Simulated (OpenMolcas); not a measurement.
Pt2+ (d8) on a cation site of an ionic host was computed by CASSCF with the d shell active (OpenMolcas, ANO-RCC-VDZP on the metal). Its lowest spin-free states, and all those of the highest spin:

| 2S+1 | Degeneracy | E (cm-1) |
| --- | --- | --- |
| 3 | 1 | 0.0 |
| 1 | 2 | 12480 |
| 3 | 3 | 20898 |
| 1 | 1 | 22577 |
| 3 | 3 | 28877 |
| 1 | 3 | 32935 |
| 1 | 3 | 36399 |
| 3 | 3 | 45529 |
| 1 | 2 | 55375 |
| 1 | 3 | 55558 |
| 1 | 1 | 74326 |

Question: Is the site octahedral, tetrahedral or cube-like, axial, or of lower symmetry?

Answer: The states with 2S+1 = 3 have orbital degeneracies 1, 3, 3, 3. Threefold states need a cubic site. For d8 at this spin an octahedron puts the single A2 below the threefold T2 and a tetrahedron or cube puts the threefold T1 below the threefold T2, so the site is octahedral. The first gap at this spin, 20900 cm-1, is |10Dq| in ligand-field theory. The run had Pt2+ with its 6 nearest fluoride ions at 2.067 Å, on the Mg site of KMgF3 (a = 3.973 Å, distance in the model lattice 1.986 Å). The rest of the host is ab initio model potentials to 7.6 Å, with orthogonalisation functions on the cations behind the ligands, and point charges beyond; the distance is set by hand and nothing relaxes. Ligand basis ANO-RCC-VDZP.

Without dynamic correlation the repulsion within the d shell is too large (B by tens of per cent), so at a given field states of lower spin stand too high. Real 4d8 and 5d8 ions are as a rule square planar and diamagnetic. The least metal-like active orbital is 85 % on the metal (Löwdin) and no ligand orbital is active, so the numbers are rough. With metal d orbitals alone the field can be off either way by tens of per cent. Ligand-to-metal charge-transfer states are missing. With no ligand orbital active B as a rule stays too high, so bands that hang on it stand too high and its fall with covalency is understated. No measured value stands beside these numbers; the geometry was set by hand and not optimised.
